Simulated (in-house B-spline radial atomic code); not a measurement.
# RPA and G0W0 on TPSS: the copper ion Cu⁶⁺

Configuration [Ar] 3d5, highest spin, mean-field start TPSS. Computed with an all-electron radial atomic-structure program (B-spline basis): all electrons, non-relativistic, point nucleus, each spin shell either full or empty, empty states to l = 9 with an (l + 1/2)⁻⁴ tail; G0W0 by contour deformation at full frequency.

Command:
```bash
python run_gw.py task.json out
```
Settings (radii: box in bohr, nucleus in fm):
```
Z                        29
electrons                23
configuration            [Ar] 3d5
hamiltonian              nr
method                   tpss,tpss
lmax                     9
spin_polarised           True
box_radius               9.29
intervals                49
```

Time taken, with all properties: 1.3 s on 1 thread of AMD EPYC 7R13 Processor, on a shared host.

Energies (hartree):

```json
{"term": "mean-field total", "value": "-1629.16139"}
{"term": "Hartree-Fock functional on these orbitals", "value": "-1628.11938"}
{"term": "direct second order", "value": "-1.7664"}
{"term": "second-order exchange", "value": "0.57688"}
{"term": "SOSEX correction", "value": "0.53747"}
```

What is the RPA correlation energy, and what remains with SOSEX?

RPA gives -1.5806 hartree (-1.87 eV per electron); RPA + SOSEX gives -1.0432, and the second-order doubles -1.1895 hartree (no singles). RPA lacks exchange-type terms and so overcorrelates at short range.

Quasi-particle levels (eV):

```
  level  occupied  mean field  Σx - vxc     Σc  QP weight     G0W0
  3d up       yes     -125.47    -16.11      ?          ?        ?
3p down       yes     -187.51    -13.86   0.49      0.957  -200.87
3d down        no     -117.34     17.66  -5.69      0.964  -105.37
```

G0W0 = mean field + (Σx - vxc) + Σc, with Σc (partial-wave tail included) taken at the quasi-particle energy. Only the outer levels were computed. Levels of low weight are left out.

Where does G0W0 put 3d up?

At -139.86 eV, with Σc = 1.72 eV and a quasi-particle weight of 0.961. The tabulated removal energy is 139 ± 1.2 eV (NIST, semi-empirical); the calculation leaves out relativity, Breit and QED terms, and what these don't explain is the method's own error.
